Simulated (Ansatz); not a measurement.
Start from `[OH][Al]([SH])[O][SiH3]` and change one atom or group to get `[OH][Al]([Br])[O][SiH3]`.

Ansatz, PBE0-D4/def2-TZVP geometries, multiplicity 1. Each molecule was computed in one conformer, which needn't be the lowest.

Scalar relativity is left out up to krypton. Spin–orbit coupling is left out; it splits and shifts lone-pair levels of the heavy atoms by tenths of an eV.

```csv
property,`[OH][Al]([SH])[O][SiH3]`
"ideal-gas entropy at 298 K and 1 bar (rigid rotor, harmonic PBE0-D4/def2-TZVP) / J/(mol·K)",415
size of the dipole moment (ωB97M-V/def2-TZVPP) / D,0.63
HOMO energy (ωB97M-V/def2-TZVPP) / eV,-10.03
LUMO energy (ωB97M-V/def2-TZVPP) / eV,0.91
LUMO energy (PBE/def2-TZVPP) / eV,-1.53
HOMO–LUMO gap (PBE/def2-TZVPP) / eV,5.07
```

**Question.** Give the same properties after the change, and the shifts. (Best estimate.)

**Answer.** Ansatz gave: 
| property | `[OH][Al]([Br])[O][SiH3]` | shift |
| --- | --- | --- |
| ideal-gas entropy at 298 K and 1 bar (rigid rotor, harmonic PBE0-D4/def2-TZVP) / J/(mol·K) | 406 | -9 |
| size of the dipole moment (ωB97M-V/def2-TZVPP) / D | 1.91 | 1.28 |
| HOMO energy (ωB97M-V/def2-TZVPP) / eV | -10.88 | -0.85 |
| LUMO energy (ωB97M-V/def2-TZVPP) / eV | 0.66 | -0.25 |
| LUMO energy (PBE/def2-TZVPP) / eV | -1.82 | -0.29 |
| HOMO–LUMO gap (PBE/def2-TZVPP) / eV | 5.46 | 0.39 |

With PBE0 the HOMO falls by 0.80 eV and the LUMO falls by 0.29 eV, so the gap widens by about 0.51 eV. PBE moves the HOMO by -0.69 eV and ωB97M-V by -0.85 eV. The zero-point energy changes by -21.6 kJ/mol with -3 modes. Dipoles are sizes alone; their direction can turn. Modes under 60 cm⁻¹, often nearly free rotors, make the harmonic entropy too high.
